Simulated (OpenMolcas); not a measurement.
**Cr+: input and output**

Input:

```
&GATEWAY
Coord
1

Cr 0.0 0.0 0.0
Basis=ANO-R2
Group=XYZ
NoMove
AngMom=0.0 0.0 0.0
AMFI
&SEWARD
&RASSCF
FileOrb=start.orb
Symmetry=1
Spin=6
nActEl=5 0 0
Inactive=3 6
Ras2=5 0
CIRoot=1 1 1
SDav=1
CIMx=300
Iter=120 100
PrWF=0.3
OrbListing=Nothing
MaxOrb=0
Atom
>>> COPY $Project.JobIph JOB001
&RASSCF
FileOrb=start.orb
Symmetry=1
Spin=4
nActEl=5 0 0
Inactive=3 6
Ras2=5 0
CIRoot=24 24 1
SDav=24
CIMx=300
Iter=120 100
PrWF=0.3
OrbListing=Nothing
MaxOrb=0
Atom
>>> COPY $Project.JobIph JOB002
&RASSCF
FileOrb=start.orb
Symmetry=1
Spin=2
nActEl=5 0 0
Inactive=3 6
Ras2=5 0
CIRoot=75 75 1
SDav=75
CIMx=300
Iter=120 100
PrWF=0.3
OrbListing=Nothing
MaxOrb=0
Atom
>>> COPY $Project.JobIph JOB003
&RASSI
NrOfJobIphs=3 1 24 53
1
1 2 3 4 5 6 7 8 9 10 11 12 13 14 15 16 17 18 19 20 21 22 23 24
1 2 3 4 5 6 7 8 9 10 11 12 13 14 15 16 17 18 19 20 21 22 23 24 25 26 27
28 29 30 31 32 33 34 35 36 37 38 39 40 41 42 43 44 45 46 47 48 49 50 51
52 53
IphNames
JOB001
JOB002
JOB003
EJob
SpinOrbit
DIPRint=1.0
SOCoupling=1000.0
Subsets=2
MEES
Property=10
'ANGMOM' 1 'ANGMOM' 2 'ANGMOM' 3 'MLTPL  1' 1 'MLTPL  1' 2 'MLTPL  1' 3
'AMFI' 1 'AMFI' 2 'AMFI' 3 'MLTPL  2' 6
SOProperty=3
'ANGMOM' 1 'ANGMOM' 2 'ANGMOM' 3
```

A driver script runs the steps one by one and writes start.orb anew before each from the orbitals found so far.

Output, cut to the results:

```
--- SEWARD ---
Basis set label: CR.ANO-R...6S4P4D2F.

      Electronic valence basis set:
      ------------------
      Associated Effective Charge  24.000000 au
      Associated Actual Charge     24.000000 au
      Nuclear Model: Finite nucleus - Gaussian distribution
        Gaussian exponent, Xi/bohr**(-2):  3.08426E+08

      Shell  nPrim  nBasis  Cartesian Spherical Contaminant
         s      20       6        X
         p      12       4        X
         d       9       4                 X
         f       5       2                 X
                  Relativistic X2C integrals
                  Atomic mean-field integrals
--- RASSCF ---
Wave function specifications:
      -----------------------------

      Number of closed shell electrons          18
      Number of electrons in active shells       5
      Max number of holes in RAS1 space          0
      Max nr of electrons in RAS3 space          0
      Number of inactive orbitals                9
      Number of active orbitals                  5
      Number of secondary orbitals              38
      Spin quantum number                      2.5
      State symmetry                             1
Orbital specifications:
      -----------------------

      Symmetry species                           1   2
                                                ag  au
      Frozen orbitals                            0   0
      Inactive orbitals                          3   6
      Active orbitals                            5   0
      RAS1 orbitals                              0   0
      RAS2 orbitals                              5   0
      RAS3 orbitals                              0   0
      Secondary orbitals                        18  20
      Deleted orbitals                           0   0
      Number of basis functions                 26  26
      Number of CSFs                             1
      Number of root(s) required                 1
      Iter CI   SX   CI       RASSCF       Energy    max ROT     max BLB   max BLB  Level Ln srch  Step   QN
          iter iter root      energy       change     param      element    value   shift minimum  type update
 Nr of preliminary CI iterations:   1
      Total energies have been shifted. Add                -1000.00 au
        1   1    7    1   -49.42928540    0.00E+00  -7.79E-02    6  12 2  4.03E-02*  0.26   0.00    SX    NO
        2   1    7    1   -49.45102962   -2.17E-02* -2.09E-03    1  10 2  5.60E-03*  0.27   0.00    SX    NO
        3   1    7    1   -49.45105447   -2.49E-05*  9.97E-04    6  12 2  3.74E-03*  0.28   0.00    SX    NO
        4   1    6    1   -49.45106086   -6.38E-06* -7.82E-04    4  10 2 -2.19E-03*  0.27   0.00    SX    NO
        5   1    6    1   -49.45106336   -2.50E-06*  2.89E-04    6  12 2  1.56E-03*  0.27   0.60    QN   YES
        6   1    5    1   -49.45106528   -1.92E-06*  7.47E-06    5   8 2 -4.15E-05   0.27   1.01    QN   YES
        7   1    5    1   -49.45106528   -1.86E-09  -2.82E-06    6   9 2 -1.07E-05   0.27   1.40    QN   YES
      Convergence after  7 iterations
        8   1    5    1   -49.45106528   -1.72E-10  -2.82E-06    5  11 2  1.57E-07   0.27   1.40    QN   YES
      Natural orbitals and occupation numbers for root  1
      sym 1:   1.000000   1.000000   1.000000   1.000000   1.000000
::    RASSCF root number  1 Total energy:  -1049.45106528
--- RASSCF ---
Wave function specifications:
      -----------------------------

      Number of closed shell electrons          18
      Number of electrons in active shells       5
      Max number of holes in RAS1 space          0
      Max nr of electrons in RAS3 space          0
      Number of inactive orbitals                9
      Number of active orbitals                  5
      Number of secondary orbitals              38
      Spin quantum number                      1.5
      State symmetry                             1
Orbital specifications:
      -----------------------

      Symmetry species                           1   2
                                                ag  au
      Frozen orbitals                            0   0
      Inactive orbitals                          3   6
      Active orbitals                            5   0
      RAS1 orbitals                              0   0
      RAS2 orbitals                              5   0
      RAS3 orbitals                              0   0
      Secondary orbitals                        18  20
...
--- RASSI ---
SPIN-FREE ENERGIES:
  (Shifted by EMIN (a.u.) =      -1049.4510652831)

 SF State       Relative EMIN(au)   Rel lowest level(eV)    D:o, cm**(-1)      L_eff

     1             0.0000000000        0.0000000000              0.0000         0.0
     2             0.1191988060        3.2435647507          26161.1140         4.0
     3             0.1191988060        3.2435647507          26161.1140         4.0
     4             0.1191988060        3.2435647507          26161.1140         4.0
     5             0.1191988060        3.2435647507          26161.1140         4.0
     6             0.1191988060        3.2435647507          26161.1140         4.0
     7             0.1191988060        3.2435647507          26161.1140         4.0
     8             0.1191988060        3.2435647507          26161.1140         4.0
     9             0.1191988060        3.2435647507          26161.1140         4.0
    10             0.1191988060        3.2435647507          26161.1140         4.0
    11             0.1370353675        3.7289223157          30075.7868         1.0
    12             0.1370353675        3.7289223157          30075.7868         1.0
    13             0.1370353675        3.7289223157          30075.7868         1.0
    14             0.1482936291        4.0352752189          32546.6896         2.0
    15             0.1482936291        4.0352752189          32546.6896         2.0
    16             0.1482936291        4.0352752189          32546.6896         2.0
    17             0.1482936291        4.0352752189          32546.6896         2.0
    18             0.1482936291        4.0352752189          32546.6896         2.0
    26             0.1691840645        4.6037329251          37131.6102         6.0
    27             0.1691840645        4.6037329251          37131.6102         6.0
    28             0.1691840645        4.6037329251          37131.6102         6.0
...
```

Levels above the lowest, from the spin-orbit matrix, grouped by J:

| Configuration | Term | J | E (cm-1) | Measured (cm-1) | g | Term weight % |
| --- | --- | --- | --- | --- | --- | --- |
| 3d5 | 6S | 5/2 | 0.0 | 0.0 | 2.002 | 100 |
| 3d5 | 4G | 5/2 | 26154 | 20512 | 0.571 | 100 |
| 3d5 | 4G | 7/2 | 26160 | 20518 | 0.984 | 100 |
| 3d5 | 4G | 11/2 | 26162 | 20512 | 1.273 | 100 |
| 3d5 | 4G | 9/2 | 26164 | 20519 | 1.172 | 100 |
| 3d5 | 4P | 5/2 | 30030 | 21823 | 1.597 | 98 |
| 3d5 | 4P | 3/2 | 30048 | 21824 | 1.728 | 99 |
| 3d5 | 4P | 1/2 | 30069 | 21824 | 2.660 | 100 |
| 3d5 | 4D | 7/2 | 32543 |  | 1.429 | 100 |
| 3d5 | 4D | 1/2 | 32564 |  | 0.008 | 100 |
| 3d5 | 4D | 3/2 | 32582 |  | 1.207 | 99 |
| 3d5 | 4D | 5/2 | 32588 |  | 1.376 | 98 |
| 3d5 | 2I | 11/2 | 37123 |  | 0.923 | 100 |
| 3d5 | 2I | 13/2 | 37139 |  | 1.077 | 100 |
| 3d5 | 2D | 5/2 | 41828 |  | 1.127 | 78 |
| 3d5 | 2D | 3/2 | 42056 |  | 0.792 | 98 |
| 3d5 | 2F(1) | 7/2 | 42787 |  | 1.143 | 100 |
| 3d5 | 2F(1) | 5/2 | 43057 |  | 0.930 | 78 |
| 3d5 | 4F | 9/2 | 43745 |  | 1.332 | 99 |
| 3d5 | 4F | 7/2 | 43758 |  | 1.238 | 100 |
| 3d5 | 4F | 5/2 | 43784 |  | 1.030 | 98 |
| 3d5 | 4F | 3/2 | 43805 |  | 0.407 | 98 |
| 3d5 | 2H | 9/2 | 45445 |  | 0.914 | 98 |
| 3d5 | 2H | 11/2 | 45506 |  | 1.091 | 100 |

Against the 7 measured excited levels shown (NIST Handbook of Basic Atomic Spectroscopic Data) the mean absolute deviation is 6800 cm-1; the largest miss in energy is 3d5 4P 1/2: computed 30069, measured 21824 cm-1 (+37.8 %).

Some high roots are left out of the spin-orbit mixing, which shifts the levels that they would mix with. Without dynamic correlation excited terms often stand tens of per cent too high (terms of higher spin than the ground term too low), and those without a measured partner can miss by more than the paired ones. Measured partners are found by configuration, term and J. A level has none where our copy of the source lacks it or the pairing is in doubt (some pairs that miss far off the trend of their configuration count as doubtful), and it then counts in no deviation. Levels of configurations outside the active space are missing. The first state left out of the spin-orbit step lies near 62000 cm-1 above the lowest spin-free state of the reference (among the parities and spins computed), and the list stops at four fifths of that energy or lower. The table shows the lowest 24 of 26 levels.

The term weight is that of the spin-free term in the level, not the purity of its configuration. A number in round brackets counts repeated terms of one configuration in the order of the reference energies.
